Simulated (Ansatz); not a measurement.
The cluster Zr₄. Total charge 0; singlet. Geometry PBE0-D4/def2-SVP.

```csv
atom,x (Å),y (Å),z (Å)
Zr1,1.3530,0.1213,1.0382
Zr2,-1.1722,-0.6647,1.0521
Zr3,-0.1684,-1.0075,-1.3712
Zr4,-0.0124,1.5509,-0.7191
```

In the def2 sets Zr takes a core potential; there is no spin–orbit coupling. The restricted singlet is unstable towards broken spin symmetry at other levels; at PBE-D4/def2-SVP, r2SCAN-D4/def2-TZVP, r2SCAN-D4/def2-TZVPD, PBE0-D4/def2-SVP and others this wasn't settled. At PBE0-D4/def2-TZVP a quintet of charge 0 lies 0.87 eV below the restricted singlet, each at its own geometry. The structure comes from a short search, and lower isomers may exist.

Task: Estimate the orbital energies around the gap (eV) in Ansatz with PBE-D4/def2-SVP, r2SCAN-D4/def2-TZVP, r2SCAN-D4/def2-TZVPD, PBE0-D4/def2-SVP, BHLYP-D4/def2-TZVP.

Result: 
```tsv
orbital	PBE-D4/def2-SVP	r2SCAN-D4/def2-TZVP	r2SCAN-D4/def2-TZVPD	PBE0-D4/def2-SVP	BHLYP-D4/def2-TZVP
HOMO−5	-4.21	-4.28	-4.28	-4.94	-5.36
HOMO−4	-3.73	-3.76	-3.76	-4.33	-4.80
HOMO−3	-3.73	-3.76	-3.76	-4.33	-4.80
HOMO−2	-3.39	-3.36	-3.36	-3.81	-4.10
HOMO−1	-3.39	-3.36	-3.36	-3.80	-4.10
HOMO	-2.98	-2.97	-2.97	-3.58	-4.08
LUMO	-2.78	-2.59	-2.59	-1.96	-1.31
LUMO+1	-2.71	-2.47	-2.47	-1.82	-0.96
LUMO+2	-2.40	-2.29	-2.29	-1.72	-0.96
LUMO+3	-2.40	-2.29	-2.29	-1.72	-0.76
LUMO+4	-1.92	-1.77	-1.77	-1.21	-0.45
LUMO+5	-1.75	-1.68	-1.68	-1.13	-0.38
```
